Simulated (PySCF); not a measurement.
# Assignment exercise: C₃H₅ClN₂Si

Molfile (atoms numbered from 1):
```
C3H5ClN2Si
     RDKit          3D

 12 12  0  0  0  0  0  0  0  0999 V2000
    1.8682    0.0786    0.1572 Si  0  0  0  0  0  4  0  0  0  0  0  0
    0.1272   -0.1504    0.0397 N   0  0  0  0  0  0  0  0  0  0  0  0
   -0.6375   -1.2676    0.2001 C   0  0  0  0  0  0  0  0  0  0  0  0
   -1.9054   -1.0472    0.0369 N   0  0  0  0  0  0  0  0  0  0  0  0
   -2.0246    0.2803   -0.2497 C   0  0  0  0  0  0  0  0  0  0  0  0
   -0.7809    0.8350   -0.2493 C   0  0  0  0  0  0  0  0  0  0  0  0
   -0.2383    2.4241   -0.5292 Cl  0  0  0  0  0  0  0  0  0  0  0  0
    2.3269    0.5516   -1.1446 H   0  0  0  0  0  0  0  0  0  0  0  0
    2.3493   -1.2606    0.4785 H   0  0  0  0  0  0  0  0  0  0  0  0
    2.1023    1.0405    1.2291 H   0  0  0  0  0  0  0  0  0  0  0  0
   -0.2100   -2.2199    0.4384 H   0  0  0  0  0  0  0  0  0  0  0  0
   -2.9760    0.7350   -0.4331 H   0  0  0  0  0  0  0  0  0  0  0  0
  1  2  1  0
  2  3  1  0
  3  4  2  0
  4  5  1  0
  5  6  2  0
  6  7  1  0
  6  2  1  0
  1  8  1  0
  1  9  1  0
  1 10  1  0
  3 11  1  0
  5 12  1  0
M  END
```

PySCF calculation with geometry from GFN2-xTB and σ from GIAO-PBE0/pcSseg-1; no relativistic terms, single conformer, averaged over atoms made equivalent by symmetry, fast rotation or ring inversion, no solvent.

Scale: 13C (186.93 ppm), 1H (31.72 ppm) against TMS (reference shieldings calculated alike).

**Question.** Assign these signals to the numbered atoms. 13C{1H} NMR (computed): δ 142.2 (CH), 134.0 (CH), 128.6 (C).

**Answer.** 
142.2 → C3, aromatic CH between two ring heteroatoms
134.0 → C5, aromatic CH next to a ring nitrogen
128.6 → C6, aromatic carbon bearing chlorine

**Question.** Assign these signals to the numbered atoms. 1H NMR (600 MHz, computed): δ 7.26 (m, 1H), 7.22 (m, 1H), 4.99 (s, 3H).

**Answer.** 
| δ (ppm) | atoms | environment | reason |
| --- | --- | --- | --- |
| 7.26 | H12 | hydrogen on an aromatic CH next to a ring nitrogen | the ring current deshields protons in the ring plane |
| 7.22 | H11 | hydrogen on an aromatic CH between two ring heteroatoms | the ring current deshields protons in the ring plane |
| 4.99 | H8/H9/H10 | hydrogen on a silicon bonded to N | – |

H12 and H11 lie closer than the usual error of such a calculation, so a measured spectrum could show them in the other order.

Carbons that carry Cl, above all several Cl atoms, come out too deshielded, partly because spin–orbit coupling is missing. Shifts are as computed. Against solution values, carbons near 30 ppm lie about +3 ppm off and those near 130 ppm about +5 ppm; carbons on Cl a further +6 ppm. Of 1309 compounds with measured shifts, 239 miss one by over three times the rms of a fit or turn the order of signals round; such compounds aren't used in these exercises. No couplings were computed; multiplicities are counted from neighbouring protons, with m where these are inequivalent, close in shift, in a saturated or five-membered ring or joined by F or P, and br s for small geminal =CH2 splittings.
